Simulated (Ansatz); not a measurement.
Cost and result for the atomization energy of C3H6OSi, SMILES `C=C=C(O)[SiH3]` (11 atoms, 10 bonds).

| atom | x (Å) | y (Å) | z (Å) |
| --- | --- | --- | --- |
| C1 | 0.1200 | -1.9850 | -0.9730 |
| C2 | -0.0524 | -0.9626 | -0.1846 |
| C3 | -0.2098 | 0.0901 | 0.5741 |
| O4 | -0.7082 | 0.0650 | 1.8539 |
| Si5 | 0.2536 | 1.7924 | -0.0573 |
| H6 | 1.0530 | -2.5426 | -0.9857 |
| H7 | -0.6626 | -2.3202 | -1.6488 |
| H8 | -0.9177 | -0.8456 | 2.0900 |
| H9 | -0.9405 | 2.6769 | -0.0499 |
| H10 | 1.2936 | 2.3910 | 0.8192 |
| H11 | 0.7711 | 1.6407 | -1.4378 |

Total charge 0; spin multiplicity 1. All single points use the PBE0-D4/def2-TZVP geometry. It is one conformer, not always the lowest. Program: Ansatz. All runs use 4 threads of an AMD EPYC 9R45 on a shared host. Times are those of one run each, without the atoms' runs, and a repeat can differ threefold. Electronic energies, without spin–orbit coupling; frozen cores. CCSD(T)/CBS adds CCSD(T) − MP2 in def2-TZVPP to the MP2 limit, and its time is that of the two runs behind it. T1 = 0.013. B3LYP takes the VWN-RPA correlation (the form of Gaussian; ORCA's B3LYP/G).

CCSD(T)/CBS is a level of theory with its own doubt, some kJ/mol a heavy atom from the limit and from the frozen cores, so smaller differences don't rank the functionals.

| level | functions | wall time | atomization (kJ/mol) | difference from CCSD(T)/CBS | per bond |
| --- | --- | --- | --- | --- | --- |
| PBE0-D4/def2-TZVPP | 250 | 0.95 s | 4257.9 | 21.9 | 2.2 |
| PBE-D4/def2-TZVPP (with forces) | 250 | 1 s | 4354.2 | 118.2 | 11.8 |
| r2SCAN-D4/def2-TZVPP (with forces) | 250 | 1.5 s | 4260.8 | 24.8 | 2.5 |
| B3LYP-D4/def2-TZVPP (with forces) | 250 | 1.5 s | 4250.3 | 14.3 | 1.4 |
| B2PLYP/def2-TZVPP | 250 | 1.9 s | 4201.1 | -34.9 | -3.5 |
| ωB97X-V/def2-TZVPP | 250 | 2.4 s | 4245.1 | 9.1 | 0.9 |
| ωB97M-V/def2-TZVPP (with forces) | 250 | 3.3 s | 4251.9 | 15.9 | 1.6 |
| MP2/def2-QZVPP | 478 | 7.5 s | 4263.6 | 27.6 | 2.8 |
| CCSD(T)/def2-TZVPP | 250 | 34 s | 4124.3 | -111.7 | -11.2 |
| CCSD(T)/CBS(def2) | – | 42 s | 4236.0 | 0.0 | 0.0 |

In def2-TZVPP, CCSD(T) changes the Hartree–Fock value by +1073.6 kJ/mol (the triples alone add +72.9 kJ/mol) and MP2 by +1146.8 kJ/mol; breaking electron pairs costs correlation energy, which Hartree–Fock lacks. The D4 term adds +34.1 kJ/mol with B3LYP and +18.0 kJ/mol with PBE0; it sums over pairs of atoms, weighted by their polarisabilities, and B3LYP, whose exchange is more repulsive, gets the larger term. From PBE to PBE0 (25 % exact exchange), in def2-TZVPP and without D4, the atomization energy moves by −93.0 kJ/mol: exact exchange takes away binding that semilocal exchange gives to molecules.
